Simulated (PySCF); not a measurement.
A run for PySCF: D3(BJ) and D4 dispersion corrections on CH5BO (SMILES CBO), a point of a torsion scan.

```python
from pyscf import gto
from pyscf.dispersion import dftd3, dftd4

mol = gto.M(
    atom='''
    C     0.86948690   -0.16412374    0.02894674
    B    -0.49770938    0.64849918   -0.00346319
    O    -1.64713381    0.10474887   -0.39956880
    H     1.29177796   -0.20887533   -0.97509917
    H     1.62073883    0.28870976    0.66857543
    H     0.73228265   -1.19553570    0.35273953
    H    -0.56151297    1.78313400    0.29101149
    H    -1.62577353   -0.82086322   -0.65112144
    ''',
    basis='def2-svp',
    charge=0, spin=0, verbose=0, max_memory=1800)
d3, d4 = {}, {}
for xc in ['hf', 'pbe', 'blyp', 'revpbe', 'tpss', 'r2scan', 'b3lyp', 'pbe0', 'bhlyp', 'camb3lyp', 'b2plyp']:
    d3[xc] = float(dftd3.DFTD3Dispersion(mol, xc=xc, version='d3bj', atm=False).get_dispersion()['energy'])
    print(f'D3(BJ) {xc:10s} {d3[xc]:14.8f} Eh')
for xc in ['hf', 'pbe', 'blyp', 'revpbe', 'tpss', 'r2scan', 'b3lyp', 'pbe0', 'bhlyp', 'camb3lyp', 'b2plyp']:
    d4[xc] = float(dftd4.DFTD4Dispersion(mol, xc={'camb3lyp': 'cam-b3lyp'}.get(xc, xc), atm=True).get_dispersion()['energy'])
    print(f'D4     {xc:10s} {d4[xc]:14.8f} Eh')
```

Program output:

```
D3(BJ) hf            -0.03244960 Eh
D3(BJ) pbe           -0.00364682 Eh
D3(BJ) blyp          -0.00758134 Eh
D3(BJ) revpbe        -0.00972537 Eh
D3(BJ) tpss          -0.00446900 Eh
D3(BJ) r2scan        -0.00095025 Eh
D3(BJ) b3lyp         -0.00613756 Eh
D3(BJ) pbe0          -0.00301722 Eh
D3(BJ) bhlyp         -0.00463367 Eh
D3(BJ) camb3lyp      -0.00254471 Eh
D3(BJ) b2plyp        -0.00271006 Eh
D4     hf            -0.01295217 Eh
D4     pbe           -0.00317115 Eh
D4     blyp          -0.00729638 Eh
D4     revpbe        -0.01174601 Eh
D4     tpss          -0.00430722 Eh
D4     r2scan        -0.00076292 Eh
D4     b3lyp         -0.00508463 Eh
D4     pbe0          -0.00261074 Eh
D4     bhlyp         -0.00342054 Eh
D4     camb3lyp      -0.00257426 Eh
D4     b2plyp        -0.00219401 Eh
```

The run finished.

Cost: about 0.020 core-seconds (a rough figure).
